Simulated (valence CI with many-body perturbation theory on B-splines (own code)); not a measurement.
## Level structure of Mn12+

Computed by valence CI with perturbative core correlation (CI+MBPT): three valence electrons over a frozen Dirac-Fock core [Ne], radial functions for each j: 11 s, 11 p, 10 d, 8 f, 5 g, 2 h, with the one-electron correlation potential Σ1 (screened to all orders), the two-electron term Σ2, the three-electron term Σ3, Breit, model QED; selected single and double excitations, second order for the rest, scaled by the run's own slope (own B-spline code, finite nucleus).

No measured levels were compared; by estimate levels of excited configurations hold to 0.05 to 0.15 % of their energy, terms of the ground configuration to about 0.5 %.

Levels 46 to 90 of 156, with energies above the lowest level, 3s2 3p 2P°_1/2. "Leading %" is the weight of the configuration and term that name the level; weights of strongly mixed levels are sums over their largest components and can fall short, so below about 35 % the name and the second component can differ from the true leading terms, or belong to a minority configuration. In the jj column 3d3/2^4 stands for four electrons in 3d with j = 3/2. Lifetimes count E1, E2, E3, M1 and M2 decay at the calculated energies, and are blank where another channel may lead or the interval is too uncertain; long ones can be off by a factor of two.

| No. | Configuration | Term | J | E (cm⁻¹) | Leading % | Second component | Leading jj | Lifetime |
| --- | --- | --- | --- | --- | --- | --- | --- | --- |
| 46 | 3p2 3d | 4F | 9/2 | 913160 | 95 | 4 % 3p2 3d 2G | 3p1/2 3p3/2 3d5/2 (53 %) | 68.4 ps |
| 47 | 3p2 3d | 2P | 3/2 | 914940 | 77 | 17 % 3p2 3d 4D | 3p1/2 3p3/2 3d3/2 (46 %) | 47.8 ps |
| 48 | 3p2 3d | 4D | 1/2 | 918820 | 71 | 27 % 3p2 3d 2P | 3p1/2 3p3/2 3d3/2 (94 %) | 53.4 ps |
| 49 | 3p2 3d | 4D | 3/2 | 924750 | 80 | 16 % 3p2 3d 2P | 3p1/2 3p3/2 3d5/2 (49 %) | 53.1 ps |
| 50 | 3p2 3d | 4D | 5/2 | 925270 | 93 |  | 3p3/2^2 3d3/2 (31 %) | 56.2 ps |
| 51 | 3p2 3d | 4D | 7/2 | 930560 | 92 |  | 3p3/2^2 3d5/2 (62 %) | 57.9 ps |
| 52 | 3p2 3d | 2P | 1/2 | 930840 | 67 | 28 % 3p2 3d 4D | 3p3/2^2 3d5/2 (62 %) | 45.6 ps |
| 53 | 3p2 3d | 2G | 7/2 | 943800 | 88 | 10 % 3s 3d2 2G | 3p1/2 3p3/2 3d3/2 (46 %) | 189 ps |
| 54 | 3p2 3d | 2G | 9/2 | 946910 | 85 | 10 % 3s 3d2 2G | 3p3/2^2 3d5/2 (49 %) | 187 ps |
| 55 | 3p2 3d | 2D | 5/2 | 961910 | 51 | 41 % 3p2 3d 4P | 3p1/2 3p3/2 3d5/2 (73 %) | 21.0 ps |
| 56 | 3p2 3d | 2D | 3/2 | 965150 | 64 | 23 % 3p2 3d 4P | 3p1/2 3p3/2 3d3/2 (57 %) | 22.1 ps |
| 57 | 3p2 3d | 4P | 5/2 | 971380 | 56 | 34 % 3p2 3d 2D | 3p3/2^2 3d5/2 (38 %) | 19.2 ps |
| 58 | 3p2 3d | 4P | 1/2 | 971670 | 96 |  | 3p1/2 3p3/2 3d3/2 (47 %) | 15.9 ps |
| 59 | 3p2 3d | 4P | 3/2 | 971790 | 74 | 18 % 3p2 3d 2D | 3p3/2^2 3d3/2 (59 %) | 17.5 ps |
| 60 | 3p2 3d | 2P | 1/2 | 1001700 | 73 | 19 % 3s 3d2 2P | 3p1/2 3p3/2 3d5/2 (59 %) | 27.7 ps |
| 61 | 3p2 3d | 2D | 3/2 | 1003200 | 40 | 34 % 3p2 3d 2P | 3p1/2 3p3/2 3d5/2 (41 %) | 36.9 ps |
| 62 | 3p2 3d | 2P | 3/2 | 1011800 | 44 | 43 % 3p2 3d 2D | 3p3/2^2 3d5/2 (37 %) | 33.4 ps |
| 63 | 3p2 3d | 2S | 1/2 | 1013200 | 84 | 9 % 3s 3d2 2S | 3p3/2^2 3d5/2 (27 %) | 27.0 ps |
| 64 | 3p2 3d | 2D | 5/2 | 1019000 | 87 | 5 % 3p2 3d 2F | 3p3/2^2 3d5/2 (69 %) | 45.5 ps |
| 65 | 3p2 3d | 2F | 5/2 | 1024000 | 78 | 12 % 3s 3d2 2F | 3p1/2 3p3/2 3d3/2 (27 %) | 17.1 ps |
| 66 | 3p2 3d | 2F | 7/2 | 1028000 | 86 | 12 % 3s 3d2 2F | 3p1/2 3p3/2 3d5/2 (39 %) | 16.6 ps |
| 67 | 3s 3d2 | 4F | 3/2 | 1046100 | 100 |  | 3s 3d3/2^2 (68 %) | 21.4 ps |
| 68 | 3s 3d2 | 4F | 5/2 | 1046700 | 100 |  | 3s 3d3/2 3d5/2 (66 %) | 21.7 ps |
| 69 | 3s 3d2 | 4F | 7/2 | 1047500 | 100 |  | 3s 3d3/2 3d5/2 (80 %) | 22.1 ps |
| 70 | 3s 3d2 | 4F | 9/2 | 1048600 | 100 |  | 3s 3d5/2^2 (79 %) | 22.7 ps |
| 71 | 3p2 3d | 2D | 5/2 | 1072300 | 92 |  | 3p3/2^2 3d5/2 (44 %) | 15.3 ps |
| 72 | 3p2 3d | 2D | 3/2 | 1076700 | 95 |  | 3p3/2^2 3d3/2 (48 %) | 15.3 ps |
| 73 | 3s 3d2 | 4P | 1/2 | 1078100 | 99 |  | 3s 3d3/2^2 (41 %) | 17.5 ps |
| 74 | 3s 3d2 | 4P | 3/2 | 1078500 | 99 |  | 3s 3d3/2 3d5/2 (91 %) | 17.6 ps |
| 75 | 3s 3d2 | 4P | 5/2 | 1079000 | 99 |  | 3s 3d3/2 3d5/2 (52 %) | 17.8 ps |
| 76 | 3s 3d2 | 2D | 3/2 | 1116600 | 81 | 15 % 3p2 3d 2D | 3s 3d5/2^2 (39 %) | 15.6 ps |
| 77 | 3s 3d2 | 2D | 5/2 | 1116600 | 82 | 15 % 3p2 3d 2D | 3s 3d5/2^2 (41 %) | 15.7 ps |
| 78 | 3s 3d2 | 2G | 7/2 | 1116700 | 88 | 10 % 3p2 3d 2G | 3s 3d3/2 3d5/2 (71 %) | 30.0 ps |
| 79 | 3s 3d2 | 2G | 9/2 | 1116900 | 88 | 10 % 3p2 3d 2G | 3s 3d3/2 3d5/2 (70 %) | 29.5 ps |
| 80 | 3s 3d2 | 2F | 5/2 | 1159400 | 73 | 25 % 3p2 3d 2F | 3s 3d3/2 3d5/2 (44 %) | 14.1 ps |
| 81 | 3s 3d2 | 2F | 7/2 | 1160300 | 74 | 24 % 3p2 3d 2F | 3s 3d5/2^2 (45 %) | 14.5 ps |
| 82 | 3s 3d2 | 2S | 1/2 | 1186800 | 72 | 12 % 3s 3d2 2P | 3s 3d3/2^2 (47 %) | 12.2 ps |
| 83 | 3s 3d2 | 2P | 1/2 | 1189300 | 60 | 19 % 3p2 3d 2P | 3s 3d3/2 3d5/2 (40 %) | 11.7 ps |
| 84 | 3s 3d2 | 2P | 3/2 | 1190200 | 71 | 24 % 3p2 3d 2P | 3s 3d3/2 3d5/2 (41 %) | 11.4 ps |
| 85 | 3s2 4s | 2S | 1/2 | 1253400 | 95 |  | 3s^2 4s (95 %) | 4.59 ps |
| 86 | 3p 3d2 | 4G° | 5/2 | 1268600 | 97 |  | 3p1/2 3d3/2^2 (62 %) | 87.1 ps |
| 87 | 3p 3d2 | 4G° | 7/2 | 1272500 | 98 |  | 3p1/2 3d3/2 3d5/2 (65 %) | 86.1 ps |
| 88 | 3p 3d2 | 4G° | 9/2 | 1277600 | 99 |  | 3p3/2 3d3/2 3d5/2 (60 %) | 84.6 ps |
| 89 | 3p 3d2 | 4G° | 11/2 | 1284200 | 100 |  | 3p3/2 3d5/2^2 (79 %) | 83.6 ps |
| 90 | 3p 3d2 | 2F° | 5/2 | 1296600 | 74 | 14 % 3p 3d2 2D° | 3p1/2 3d3/2^2 (32 %) | 50.4 ps |

Names give the largest LS component (configuration and term), which can be under half, so a name can repeat, a term be missing and a line seem to break the LS rules; names also repeat where a configuration has a term twice.

Where two levels of one J and parity lie close, their mixing, g and order are uncertain.
